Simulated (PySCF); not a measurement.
C4H10OSi, SMILES C[C@@]1([SiH3])CCO1.

The structure is a stationary point at B3LYP-D3(BJ)/def2-SVP. The structure was generated by enumeration; whether it is a known compound was not checked.

Computed with PBE0/def2-TZVP (PySCF).

The molecule is in vacuum.

Question: Estimate the frontier levels, gap, dipole moment and polarisability. (An estimate is asked for; the answer gives what the named calculation found.)

Answer: 
```
Property                                                                                                       Result
---------------------------------------------------------------------------------------------  ----------------------
highest occupied level                                                                                       -6.87 eV
lowest empty level                                                                                            0.64 eV
orbital gap                                                                                                   7.52 eV
dipole moment                                                                                                  1.83 D
quadrupole, principal values (traceless, Buckingham form, about the centre of nuclear charge)   -4.71, 0.68, 4.03 D·Å
mean static polarisability                                                                      77.5 bohr³ (11.48 Å³)
polarisability, principal values                                                               68.8, 77.6, 86.1 bohr³
```
